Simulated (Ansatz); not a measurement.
```yaml
crystal:
  periodic: [false, false, false]
  atoms:
    - {symbol: C, position_ang: [-1.541461, 0.301643, -0.870526]}
    - {symbol: B, position_ang: [-0.672069, -0.856824, -0.300298]}
    - {symbol: C, position_ang: [0.698552, -0.694354, 0.436902]}
    - {symbol: C, position_ang: [1.243971, 0.704126, 0.570954]}
    - {symbol: Cl, position_ang: [2.809404, 0.744034, 1.442737]}
    - {symbol: H, position_ang: [-2.001281, 0.040834, -1.828116]}
    - {symbol: H, position_ang: [-1.059123, 1.277288, -0.953133]}
    - {symbol: H, position_ang: [-2.390243, 0.414740, -0.177801]}
    - {symbol: H, position_ang: [-1.093953, -1.979167, -0.390903]}
    - {symbol: H, position_ang: [1.425897, -1.340061, -0.075463]}
    - {symbol: H, position_ang: [0.598425, -1.161498, 1.426756]}
    - {symbol: H, position_ang: [1.430628, 1.162923, -0.399620]}
    - {symbol: H, position_ang: [0.571550, 1.351415, 1.133412]}
basis:
  gaussian: {orbitals: "6-31G*"}
hamiltonian: {xc: {name: PBE1PBE}, dispersion: d3bjatm}
accuracy: high
scf: {lower_state_search: full}
output: {forces: true}
```

```sh
$ ansatz run in.yaml --threads 4 --pin off --events-out ev --progress --plain --max-ram 10444MiB
```

Shortened log:

```
Error: YAML parse error: error: line 19 column 19: hamiltonian.xc: no functional is named "PBE1PBE"; the names, which are not case-sensitive, are SVWN5, SPW92, PBE, PBE0, PBEsol, revPBE, revPBE0, RPBE, rPW86-PBE, HSE06, wPBEh, LC-wPBE, HISS, HF, BLYP, B3LYP, B3LYP5, BHLYP, CAM-B3LYP, r2SCAN, r2SCANh, r2SCAN0, r2SCAN50, m-r2SCAN, B97, wB97, wB97X, wB97X-V, B97M-V, wB97M-V, B2PLYP, B2GP-PLYP, PBE0-DH, PBE-QIDH
17 | basis:
18 |   gaussian: {orbitals: "6-31G*"}
19 | hamiltonian: {xc: {name: PBE1PBE}, dispersion: d3bjatm}
20 | accuracy: high
21 | scf: {lower_state_search: full}
```

(1) What is wrong with this run?

Results:

(1) The method's name isn't one that the program takes here. The program refused the input.

HSE06 is defined as in plane-wave codes.
